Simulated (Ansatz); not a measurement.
`[SiH3][SiH2][TeH]` + NH₃ → `N[SiH2][TeH]` + SiH₄ at 500 K and 1 bar (cleavage of the Si–Si bond).

Isolated molecules relaxed with PBE0-D4/def2-TZVP in Ansatz; ΔE leaves out vibrations. CCSD(T)/CBS adds triple-zeta CCSD(T) − MP2 to the extrapolated MP2 energy (def2 sets, frozen cores). This one scheme is used for every species. def2 core potentials past Kr. For Te outer-core shells are correlated without core-valence functions, which leaves a few kJ/mol of doubt a bond. Each species was taken in one conformer, which may not be the lowest.

| species | CCSD(T)/CBS energy (Eh) | H − E (kJ/mol) | S (J/(mol·K)) |
| --- | --- | --- | --- |
| `[SiH3][SiH2][TeH]` | -849.49595 | 173.5 | 430.4 |
| NH₃ | -56.50880 | 108.2 | 211.8 |
| `N[SiH2][TeH]` | -614.55865 | 171.6 | 386.2 |
| SiH₄ | -291.46306 | 102.4 | 230.9 |

H − E and S are ideal-gas, rigid-rotor, harmonic terms from PBE0-D4/def2-TZVP, for one conformer and one mirror image of each species. 1 Eh = 2625.50 kJ/mol, R = 8.31446 J/(mol·K).

Q: By hand: ΔE, ΔH, ΔS and ΔG.

A: ΔE = (-614.55865) + (-291.46306) − (-849.49595) − (-56.50880) = -0.01696 Eh = -44.5 kJ/mol. Δ(H − E) = 171.6 + 102.4 − 173.5 − 108.2 = -7.7, so ΔH = -52.2 kJ/mol. ΔS = 386.2 + 230.9 − 430.4 − 211.8 = -25.1 J/(mol·K). ΔG = -52.2 − 500 × (-25.1)/1000 = -39.7 kJ/mol.

Q: By hand: the equilibrium constant, and the temperature at which ΔG would vanish if ΔH and ΔS stayed fixed.

A: log₁₀ K = −ΔG/(RT ln 10) = 4.1. ΔG = 0 at ΔH/ΔS = 2080 K.

ΔH outweighs TΔS. A doubt of 5 kJ/mol in ΔE shifts log₁₀ K by 0.5 here. Other conformers and mirror images would add mixing entropy, several J/(mol·K) or more a flexible species. Modes under 60 cm⁻¹, often nearly free rotors, make the harmonic entropy too high. These are equilibria of isolated gas molecules and say nothing of rates. Largest T1 diagnostic: 0.012 (customary marks: 0.02 for closed shells, 0.045 for open ones).
